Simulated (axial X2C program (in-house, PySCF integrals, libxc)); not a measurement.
## Levels of HfS⁻ by electron attachment to HfS (EOM-EA-CCSD)

Calculated with an in-house all-electron X2C program for linear molecules (integrals from PySCF): two-component X2C with atomic mean-field Coulomb and Gaunt terms, Gaussian nuclei, basis Hf dyall-acv3z, S dyall-av3z with contracted cores.

R = 2.248 Å (1.045 times 2.151 Å, the PBE0 minimum at charge 0 for the lowest determinant).

Levels of HfS⁻ obtained by attaching an electron to HfS:

| Ω | binding energy (eV) | above lowest (cm⁻¹) | attached spinor | one-particle weight |
| --- | --- | --- | --- | --- |
| 1/2 | 0.829 | 0 | 41% Hf pπ, 29% Hf dπ, 12% Hf pσ | 0.92 |
| 3/2 | 0.640 | 1522 | 38% Hf pπ, 29% Hf dδ, 27% Hf dπ | 0.90 |
| 1/2 | 0.492 | 2720 | 36% Hf pσ, 27% Hf dσ, 14% Hf pπ | 0.94 |
| 3/2 | 0.429 | 3225 | 62% Hf dδ, 22% Hf pπ, 11% Hf dπ | 0.89 |
| 5/2 | 0.245 | 4707 | 95% Hf dδ | 0.87 |
| 1/2 | -0.315 | 9223 | 64% Hf pσ, 25% Hf sσ, 6% Hf pπ | 0.99 |
| 1/2 | -0.385 | 9792 | 88% Hf pπ | 0.99 |
| 3/2 | -0.398 | 9895 | 94% Hf pπ | 0.99 |
| 1/2 | -0.524 | 10907 | 62% Hf sσ, 31% Hf pσ | 0.99 |

(1) Take the first Ω = 1/2 and Ω = 3/2 rows of π character: how far apart are they, and which lies lower?

Negative binding energies belong to unbound states, resonances or levels that the basis set holds; within some tenths of an eV of zero the sign is not settled.

This point took 29 s on 1 thread of Arm Neoverse V2 (shared host).

Reference electrons by ω block (each with its −ω partner): 1/2: 27, 3/2: 12, 5/2: 4, 7/2: 1. 18 electrons of HfS correlated (inner shells frozen), 84 natural virtual spinors (a truncated set); levels can be off by some tenths of an eV. Roots sought by Ω: (1/2: 5, 3/2: 4, 5/2: 2, 7/2: 1); the list ends where they run out and leaves out roots under 60 % one-particle weight. The solver can skip a root, and states that need a further excitation, which the method places far too high, are missing though they may lie low or lowest. T1 of the reference 0.026 (Lee–Taylor). Number of frozen shells: Hf 4 s, 3 p, 2 d, 1 f; S 2 s, 1 p. Large amplitudes in the reference (orbital relaxation or multireference character) lower the reliability.

## Answers

(1) E(3/2) − E(1/2) = 1522 − 0 = 1522 cm⁻¹ at EOM-EA-CCSD: regular, Ω = 1/2 lower. Splittings at this level can be off by ten to twenty per cent.
